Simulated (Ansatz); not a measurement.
`CCB(N)F` + HCl → `NB(F)Cl` + ethane at 500 K and 1 bar (ligand exchange at a B–C bond).

Program: Ansatz. Geometries: PBE0-D4/def2-TZVP. ΔE: electronic, gas phase. CBS: MP2 limit from def2 TZ/QZ plus the TZ coupled-cluster correction, frozen cores. This one scheme is used for every species. Each species was taken in one conformer, which may not be the lowest.

```tsv
species	CCSD(T)/CBS energy (Eh)	H − E (kJ/mol)	S (J/(mol·K))
`CCB(N)F`	-259.73302	306.8	392.7
HCl	-460.38127	32.5	201.9
`NB(F)Cl`	-640.42619	123.0	329.0
`CC`	-79.71954	220.5	259.9
```

H − E and S are ideal-gas, rigid-rotor, harmonic terms from PBE0-D4/def2-TZVP, for one conformer and one mirror image of each species. 1 Eh = 2625.50 kJ/mol, R = 8.31446 J/(mol·K).

By hand: ΔE, ΔH, ΔS and ΔG.

ΔE = (-640.42619) + (-79.71954) − (-259.73302) − (-460.38127) = -0.03144 Eh = -82.5 kJ/mol. Δ(H − E) = 123.0 + 220.5 − 306.8 − 32.5 = 4.2, so ΔH = -78.3 kJ/mol. ΔS = 329.0 + 259.9 − 392.7 − 201.9 = -5.7 J/(mol·K). ΔG = -78.3 − 500 × (-5.7)/1000 = -75.5 kJ/mol.

By hand: the equilibrium constant, and the temperature at which ΔG would vanish if ΔH and ΔS stayed fixed.

log₁₀ K = −ΔG/(RT ln 10) = 7.9. ΔG = 0 at ΔH/ΔS = 13737 K, far beyond where these terms or the molecules hold.

The number of gas molecules stays the same, so ΔS is small and ΔH decides. A doubt of 5 kJ/mol in ΔE shifts log₁₀ K by 0.5 here. Other conformers and mirror images would add mixing entropy, several J/(mol·K) or more a flexible species. Modes under 60 cm⁻¹, often nearly free rotors, make the harmonic entropy too high. These are equilibria of isolated gas molecules and say nothing of rates. Largest T1 diagnostic: 0.011 (customary marks: 0.02 for closed shells, 0.045 for open ones).
